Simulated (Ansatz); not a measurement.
Gas-phase electronic energies from Ansatz, PBE0-D4/def2-TZVP geometries. CBS: MP2 limit from def2 TZ/QZ plus the TZ coupled-cluster correction, frozen cores. This one scheme is used for every species. DFT in def2-TZVPP. One conformer a species, not always the lowest.

Consider the ligand exchange at a B–C bond: `CB(C)CN` + H–F → `CB(C)F` + CH₃NH₂.

`CB(C)CN`:

```xyz
15

C    -0.243    1.582   -0.189
B     0.355    0.135   -0.162
C     1.749   -0.175   -0.808
C    -0.444   -1.043    0.498
N    -1.671   -0.690    1.194
H     0.448    2.357   -0.525
H    -1.100    1.592   -0.878
H    -0.657    1.856    0.786
H     2.521    0.352   -0.232
H     1.819    0.241   -1.820
H     2.022   -1.232   -0.843
H     0.245   -1.526    1.207
H    -0.572   -1.804   -0.299
H    -2.194   -1.511    1.469
H    -2.276   -0.134    0.604
```

H–F:

Z-matrix (Å, degrees):
```
F
H 1 0.920
```

`CB(C)F`:

Cartesian coordinates in Å:
```
C -0.242 1.038 0.903
B 0.424 0.242 -0.265
C -0.011 -1.180 -0.744
F 1.446 0.822 -0.905
H -0.645 0.386 1.682
H -1.100 1.586 0.491
H 0.424 1.778 1.351
H 0.547 -1.919 -0.154
H 0.227 -1.367 -1.793
H -1.069 -1.384 -0.566
```

CH₃NH₂:

```xyz
7

C     0.121   -0.393   -0.393
N    -0.259    0.352    0.796
H     0.432    0.219   -1.252
H    -0.718   -1.015   -0.713
H     0.943   -1.069   -0.150
H    -1.028    0.977    0.595
H     0.509    0.928    1.116
```

| level | ΔE (eV) |
| --- | --- |
| PBE-D4 | -1.52 |
| BHLYP | -1.75 |

What does CCSD(T)/CBS give? (An estimate is asked.)

The calculation gave: -1.52 eV. The listed levels differ from it by 0.00, -0.23 eV.

Largest T1 diagnostic among the species: 0.011.

In def2-TZVPP, CCSD(T) changes the Hartree–Fock value by +0.29 eV (the triples alone add +0.03 eV) and MP2 by +0.33 eV. Leaving LDA and LC-ωPBE aside and taking each functional with its dispersion term where it has one, the values, not all of them listed here, spread over 0.22 eV, from B2PLYP to revPBE-D4. LDA lies +0.10 eV from PBE without D4.
